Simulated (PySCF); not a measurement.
**Computed properties of MgF, SMILES [Mg+][F], charge +1**

MgF, SMILES [F][Mg+], charge +1. Geometry optimised at PBE0-D3(BJ)/def2-TZVPD. The spin state was assumed, not searched. The values are those of a single conformer. All values are computed for the isolated molecule unless a solvent is named; none is compared with measurement here.

**Structure.** The optimised structure has C∞v symmetry. All 1 harmonic modes at PBE0-D3(BJ)/def2-TZVPD (PySCF) are real, so it is a minimum.

**Vibrations.** The strongest infrared lines (harmonic, unscaled, degenerate partners summed) lie at 821 cm⁻¹ (82 km/mol, F 56 %, Mg 44 %). The softest mode is at 821 cm⁻¹ and the zero-point energy is 1.2 kcal/mol.

**Electronic structure.** M06-2X/def2-TZVPD (PySCF) places the frontier levels at -17.67 and -9.41 eV, a gap of 8.26 eV and a mean polarisability of 9.5 bohr³. PBE/def2-TZVPD (PySCF) at the same geometry gives -13.92 and -10.73 eV, so its gap is 5.07 eV narrower. An orbital gap is neither the optical nor the fundamental gap.

**Excitations.** TDDFT-B3LYP/def2-TZVPD (PySCF) has S1 at 3.84 eV (323 nm, f = 0.015, weak); the most intense of the 10 singlets computed lies at 8.70 eV (f = 0.10). Strengths of degenerate partners are summed. T1 (TDA) is at 3.66 eV. TDDFT-PBE/def2-TZVPD (PySCF) puts S1 at 3.26 eV. No vertical singlet excitation falls in the visible range (under 3.1 eV).

**NMR.** GIAO shifts at B3LYP/pcSseg-2 (PySCF) (non-relativistic, atoms alike by connectivity averaged): ¹⁹F at -241.5 ppm against CFCl3.
